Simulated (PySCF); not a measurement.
# MP2, SCS-MP2 and SOS-MP2 from spin components

System: H₂AlO₂ (SMILES [OH][Al+][OH]), charge +1, singlet, geometry from GFN2-xTB (such geometries of metal compounds can be far from the true shape). Level: PySCF with MP2/6-31G. Sums are taken with unrounded values, so a last digit can differ.

PySCF was given this input:
```python
from pyscf import gto, scf, mp

mol = gto.Mole()
mol.atom = '''
    Al    0.001321    0.023369    0.005604
    O     1.237463    0.111111   -1.016951
    H     1.881588    0.603802   -1.537268
    O    -1.244159   -0.229572    0.988542
    H    -1.845195    0.040093    1.691683
'''
mol.basis = '6-31g'
mol.charge = 1
mol.spin = 0
mol.verbose = 4
mol.build()

mf = scf.RHF(mol)
mf.kernel()

pt = mp.MP2(mf)
pt.kernel()
print('E(MP2) = %.10f' % pt.e_tot)
mf.analyze()
```

It gave an SCF energy of -392.537103 Eh, a same-spin correlation energy of -0.072749 Eh and an opposite-spin one of -0.206698 Eh.

Question: Work out the MP2, SCS-MP2 (6/5 and 1/3) and SOS-MP2 (1.3 and 0) correlation and total energies.

Answer: MP2: -0.206698 + (-0.072749) = -0.279447 Eh, total -392.816550 Eh, as the program printed. SCS-MP2: 1.2 × (-0.206698) + (-0.072749)/3 = -0.272287 Eh, total -392.809390 Eh. SOS-MP2: 1.3 × (-0.206698) = -0.268707 Eh, total -392.805810 Eh. Opposite spins carry 74 % of the MP2 correlation; same-spin pairs are already kept apart by exchange.
